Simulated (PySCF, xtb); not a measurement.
Sn(H)2(F)(vinyl) (C2H5FSn), SMILES [CH](=C)[SnH2][F]. Other conformers were not sampled.

Harmonic wavenumbers (cm⁻¹) from xtb with GFN2-xTB at its own minimum, in rising order: 46, 115, 200, 348, 399, 430, 462, 493, 533, 616, 902, 973, 1006, 1196, 1390, 1469, 1653, 1658, 3035, 3056, 3082.

Task: What does PySCF with PBE0-D3(BJ)/def2-SVP give at its own minimum? (An estimate is asked for; the answer gives what the named calculation found.)

Result: 63, 149, 220, 410, 485, 537, 570, 622, 668, 691, 994, 994, 1033, 1251, 1414, 1676, 1943, 1955, 3134, 3183, 3228. Paired by order, the mean absolute difference is 103 cm⁻¹ and the zero-point energies are 33.0 and 36.1 kcal/mol.
